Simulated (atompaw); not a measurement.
Ranking PAW (atompaw) potentials for oxygen

All share these settings but for the change named:

oxygen, PAW, made with atompaw 4.2.0.5 (LDA (PW92), scalar-relativistic). Core [He], reference 2s2 2p3.5 (charge +0.5). Waves: 2s (bound): rc 2.05 bohr; 2s channel at -1.65 Ry: rc 1.00 bohr; 2p (bound): rc 2.05 bohr; 2p channel at -0.8 Ry: rc 2.05 bohr. Local part: troulliermartins scheme with l = 2 at 0 Ry, radius 1.40 bohr. Core correction: smooth core density matched at 1.30 bohr. Augmentation charge: sinc compensation charge, radius 1.95 bohr; PAW radius 2.05 bohr; waves and projectors: custom rrkj gramschmidtortho.

Cutoff: the first of the cutoffs (Ry, on a coarse ladder) from which the occupation-weighted sum of valence levels, in a spherical-Bessel basis at the reference potential, stays within 10 and 1 mRy of its value at 400 Ry; the density cutoff is not measured.

The base gives 15 Ry.

Of 10 variants that were run, those that failed, showed a ghost or another fault, or gave nearly equal values are left out.

A variant can come out equal or close to the base.

(1) Rank these variants from softest to hardest (loose cutoff).
A. all radii scaled by about 0.93 (s 1.90, p 1.90 bohr); local potential troulliermartins scheme with l = 2 at 0 Ry, radius 1.30 bohr; augmentation sinc compensation charge, radius 1.82 bohr; PAW radius 1.90 bohr; waves and projectors: custom rrkj gramschmidtortho; core correction smooth core density matched at 1.22 bohr
B. augmentation sinc compensation charge, radius 1.95 bohr; PAW radius 2.05 bohr; waves and projectors: custom rrkj vanderbiltortho
C. wave 2p (bound): rc 2.05 bohr becomes 2p (bound): rc 1.08 bohr
D. wave 2p channel at -0.8 Ry: rc 2.05 bohr becomes 2p channel at -1.07 Ry: rc 2.05 bohr
E. wave 2s (bound): rc 2.05 bohr becomes 2s (bound): rc 1.30 bohr

## Answers

(1) B (15 Ry), D (18 Ry), A (21 Ry), E (25 Ry), C (60 Ry).
